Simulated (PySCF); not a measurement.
Cl₂Pb (SMILES [Cl][Pb][Cl]), singlet, geometry from GFN2-xTB (such geometries of metal compounds can be far from the true shape) (core potentials on Pb). Base run: PySCF with B3LYP/def2-SVP.

PySCF was given this input:
```python
from pyscf import gto, scf, dft

mol = gto.Mole()
mol.atom = '''
    Pb    0.00765115   -0.01117216    0.46344358
    Cl    1.26191218    1.44651416   -1.10463352
    Cl   -1.29881774   -1.39262489   -1.13080023
'''
mol.basis = 'def2-svp'
mol.ecp = {'Pb': 'def2-svp'}
mol.verbose = 4
mol.build()

mf = dft.RKS(mol)
mf.xc = 'b3lyp'
mf.kernel()
mf.analyze()
```

Each row names what was changed in the base input (with any setting that the change needs).

```
change                                                                                                                               basis functions        E (Eh)  HOMO (eV)  HOMO-LUMO gap (eV)  dipole (D)
-----------------------------------------------------------------------------------------------------------------------------------  ---------------  ------------  ---------  ------------------  ----------
base                                                                                                                                              62   -1113.18740      -7.68                4.44        4.22
basis = x2c-TZVPall; relativity = none (without mol.ecp = {'Pb': 'def2-svp'})                                                                    157  -19607.77104      -7.22                3.92        3.09
basis = x2c-TZVPall; relativity = spin-free X2C; nucleus = Gaussian (with mol.nucmod = 'G'; without mol.ecp = {'Pb': 'def2-svp'})                157  -21809.65498      -7.95                4.51        4.48
basis = x2c-SVPall; relativity = none (without mol.ecp = {'Pb': 'def2-svp'})                                                                      98  -17648.51795      -5.76                2.10        4.29
basis = x2c-TZVPall; relativity = spin-free X2C (without mol.ecp = {'Pb': 'def2-svp'})                                                           157  -21813.95502      -7.95                4.51        4.49
basis = x2c-SVPall; relativity = spin-free X2C (without mol.ecp = {'Pb': 'def2-svp'})                                                             98  -21812.35174      -7.68                4.42        4.21
basis = jorge-DZP-DKH; relativity = spin-free X2C; nucleus = Gaussian (with mol.nucmod = 'G'; without mol.ecp = {'Pb': 'def2-svp'})              111  -21796.59037      -7.96                4.40        4.87
basis = jorge-DZP-DKH; relativity = none (without mol.ecp = {'Pb': 'def2-svp'})                                                                  111  -19933.09338      -6.56                1.61        0.09
basis = jorge-DZP-DKH; relativity = spin-free X2C (without mol.ecp = {'Pb': 'def2-svp'})                                                         111  -21800.27529      -7.96                4.40        4.88
basis = x2c-SVPall; relativity = spin-free X2C; nucleus = Gaussian (with mol.nucmod = 'G'; without mol.ecp = {'Pb': 'def2-svp'})                  98  -21808.11335      -7.68                4.42        4.21
```

Totals shift with the method and basis; they matter in differences.

Basis sets contracted for a relativistic Hamiltonian are a mismatch without it, so the rows without relativity aren't non-relativistic limits. No row has spin-orbit coupling; sets with core potentials leave out the core electrons.
